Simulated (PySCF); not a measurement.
Species: C₁₀H₁₀O.
SMILES with atom numbers: `[CH2:1]=[CH:2]/[CH:3]=[C:4]1/[CH:5]=[CH:6][C:7]([C:8]([CH3:9])=[O:10])=[CH:11]1` (hydrogens: H12, H13 on C1; H14 on C2; H15 on C3; H16 on C5; H17 on C6; H18, H19, H20 on C9; H21 on C11)

Computed with PBE0-D3(BJ)/def2-SVP geometry optimisation, gas phase in PySCF 2.14.0.

(1) Give the optimised bond lengths and angles.

Answers

(1) 
```tsv
bond	length (Å)	order
C1=C2	1.344	double
C2–C3	1.441	single
C3=C4	1.362	double
C4–C5	1.464	single
C5=C6	1.356	double
C6–C7	1.471	single
C7–C8	1.482	single
C8–C9	1.509	single
C8=O10	1.214	double
C7=C11	1.365	double
C4–C11	1.457	single
C1–H12	1.092	single
C1–H13	1.095	single
C2–H14	1.094	single
C3–H15	1.097	single
C5–H16	1.090	single
C6–H17	1.090	single
C9–H18, C9–H19, C9–H20	1.100	single
C11–H21	1.089	single
```

Bonds in one row agree within 0.01 Å and their mean is given. Orders are formal, as drawn. A selection of angles:
```tsv
angle	degrees
C1–C2–C3	122.9
C2–C3–C4	125.8
C3–C4–C5	125.6
C3–C4–C11	127.7
C5–C4–C11	106.7
C4–C5–C6	108.0
C5–C6–C7	108.8
C6–C7–C8	127.8
C6–C7–C11	108.6
C8–C7–C11	123.6
C7–C8–C9	117.3
C7–C8–O10	121.1
C9–C8–O10	121.7
C4–C11–C7	107.9
```

Torsions: C1–C2–C3–C4 180° (antiperiplanar); C2–C3–C4–C5 180° (antiperiplanar); C3–C4–C5–C6 180° (antiperiplanar); C4–C5–C6–C7 0° (synperiplanar); C5–C6–C7–C8 180° (antiperiplanar); C6–C7–C8–C9 0° (synperiplanar); C6–C7–C11–C4 0° (synperiplanar); C3–C4–C11–C7 180° (antiperiplanar).

Of the pairs four or more bonds apart, C11···H14 is among the closest relative to their van der Waals radii: 2.79 Å, 96 % of the sum of Bondi's values. The 5-membered ring C4–C5–C6–C7–C11 has internal angles of 106.7° to 108.8°; it is planar, 0.00 Å rms from its mean plane, widest ring torsion 0°. The 10 C–C bonds span 1.344 Å (C1=C2, drawn double) to 1.509 Å (C8–C9, drawn single), a spread of 0.165 Å. The 11 heavy atoms lie in one plane (0.001 Å rms).

Point group: Cs (every atom within 0.08 Å of its image). No PBE0-D3(BJ)/def2-SVP frequencies stand behind this structure, so it isn't proved a minimum. The numbers are those of one conformer.
